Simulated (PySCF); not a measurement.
## Electron correlation in C⁺ (carbon, charge +1)

[He] 2s2 2p1, 2P determinant. Computed with PySCF 2.14 in aug-cc-pwCVDZ (5s4p2d, 27 functions), with no relativity, point nucleus. Frozen: 1s2; 3 electrons correlated.

```json
{"level": "CCSD", "correlation energy (mhartree)": "-69.36"}
{"level": "(T)", "correlation energy (mhartree)": "-0.72"}
{"level": "CCSD(T)", "correlation energy (mhartree)": "-70.08"}
{"level": "CCSDT", "correlation energy (mhartree)": "-70.33"}
{"level": "FCI", "correlation energy (mhartree)": "-70.33"}
```

Diagnostics: T1 = 0.0094, D1 = 0.0179, largest double amplitude 0.133, weight of the Hartree-Fock determinant in FCI 0.9420 (8450 determinants).

Cost of the coupled-cluster step: roughly 0.4 core-seconds, for 3 correlated electrons.
